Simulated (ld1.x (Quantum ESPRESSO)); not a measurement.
gadolinium (Gd): TM pseudisation with PBE, fully relativistic reference atom.

```json
{"Element": "Gd (Z = 64)", "Generator": "ld1.x (Quantum ESPRESSO) 7.5", "Type": "norm-conserving Troullier–Martins (Kleinman–Bylander form)", "Functional": "PBE", "Relativity": "fully relativistic", "Frozen core": "[Kr] 4d10 5s2", "Valence charge": "16", "Reference configuration": "4f7 5p6 5d1 6s2 6p0", "Partial waves": "5p (bound): rc 2.70 bohr; 5d (bound): rc 3.15 bohr; 4f (bound): rc 1.45 bohr; 6s (bound): rc 3.55 bohr", "Local potential": "the s channel", "Core correction": "Bessel-smoothed model core inside 0.85 bohr"}
```

Open shells are filled in proportion to 2j + 1 (rel_dist='average').

All-electron outer shells of the reference configuration (PBE, scalar-relativistic, ld1.x):

```tsv
shell	level (eV)	outermost node (bohr)	outermost maximum (bohr)
4d	-147.72	0.27	0.56
5s	-49.74	0.65	1.20
5p	-27.26	0.70	1.35
4f	-8.70	–	0.56
6s	-4.13	1.60	3.37
5d	-2.53	0.79	1.95
6p	-1.33	1.93	4.55
```

**Question.** Estimate the cutoffs (Ry, on a coarse ladder) from which the occupation-weighted sum of valence levels, in a spherical-Bessel basis at the reference potential, stays within 10 and 1 mRy of its value at 400 Ry.

**Answer.** 200 Ry and 300 Ry.

**Question.** Does the potential have ghost states?

**Answer.** No extra level below or beside the all-electron valence levels (p1/2, p3/2, d3/2, d5/2, f5/2, f7/2, s tested).

**Question.** Which valence shell sets the plane-wave cutoff?

**Answer.** 4f: its level needs 200 Ry to come within 1 mRy, against 18 Ry for 5d.

Its largest configuration-test error is -1183 meV (4f8 5p6 5d1 6s0 6p0), which is poor. 2 of 7 tests not solved or not reliable.
